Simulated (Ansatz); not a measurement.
The input (input.yaml):

```yaml
crystal:
  periodic: [false, false, false]
  atoms:
    - { symbol: Si, position_ang: [-0.132785, -0.071478, 0.602341] }
    - { symbol: "N", position_ang: [1.270846, 0.067887, -0.470161] }
    - { symbol: "N", position_ang: [-1.357754, 0.074932, -0.529468] }
    - { symbol: H, position_ang: [-0.868366, 0.303707, -1.390672] }
    - { symbol: F, position_ang: [-0.0841, 1.07426, 1.736857] }
    - { symbol: F, position_ang: [-0.174462, -1.450038, 1.44186] }
    - { symbol: H, position_ang: [1.994881, 0.715882, -0.160534] }
    - { symbol: H, position_ang: [1.717211, -0.815677, -0.710254] }
    - { symbol: H, position_ang: [-2.365571, 0.100424, -0.519967] }
basis:
  gaussian: { orbitals: def2-SVP }
hamiltonian:
  xc: pbe0
  dispersion: d4
relax:
  f_tol: 0.03
  max_steps: 50
```

Run as:

```bash
$ ansatz run input.yaml --threads 2 --pin off --max-ram 3072MiB --backend cpu --events-out ev --progress --plain --runs-dir out
```

Hardware: 2 threads of Intel(R) Xeon(R) Platinum 8375C CPU @ 2.90GHz (Ice Lake), with other jobs on the host.

**Question.** Roughly how long does this run take, and how much memory?

**Answer.** 14 s, with a peak of 0.21 GiB, for 7 ionic steps.
